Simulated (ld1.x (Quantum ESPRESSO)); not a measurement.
# Transferability test, TM potential for Mg (Z = 12)

Mg (Z = 12), norm-conserving Troullier–Martins (Kleinman–Bylander form), made with ld1.x (Quantum ESPRESSO) 7.5 (PBE, scalar-relativistic). Core [Ne], reference 3s2 3p0. Waves: 3p (bound, empty): rc 2.75 bohr; 3s (bound): rc 2.00 bohr. Local part: the s channel. Core correction: none.

Energies are relative to the spin-unpolarised reference configuration 3s2 3p0; without spin polarisation the order of configurations can differ from experiment.

Question: Give the all-electron excitation energy and the error of the potential for: 3s1 3p0; 3s1.5 3p0; 3s1 3p1; 3s0 3p2; 3s0 3p1.

Answer:

```json
{"valence configuration": "3s1 3p0", "charge": "+1", "ΔE all-electron (eV)": "7.960", "error AE − PS (meV)": "+9.3"}
{"valence configuration": "3s1.5 3p0", "charge": "+0.5", "ΔE all-electron (eV)": "3.144", "error AE − PS (meV)": "+0.5"}
{"valence configuration": "3s1 3p1", "charge": "0", "ΔE all-electron (eV)": "3.491", "error AE − PS (meV)": "+14"}
{"valence configuration": "3s0 3p2", "charge": "0", "ΔE all-electron (eV)": "7.183", "error AE − PS (meV)": "+82"}
{"valence configuration": "3s0 3p1", "charge": "+1", "ΔE all-electron (eV)": "12.328", "error AE − PS (meV)": "+169"}
```

Levels in the configuration 3s1 3p1:

| level | all-electron (eV) | pseudo (eV) |
| --- | --- | --- |
| 3s | -5.671 | -5.634 |
| 3p | -2.071 | -2.067 |
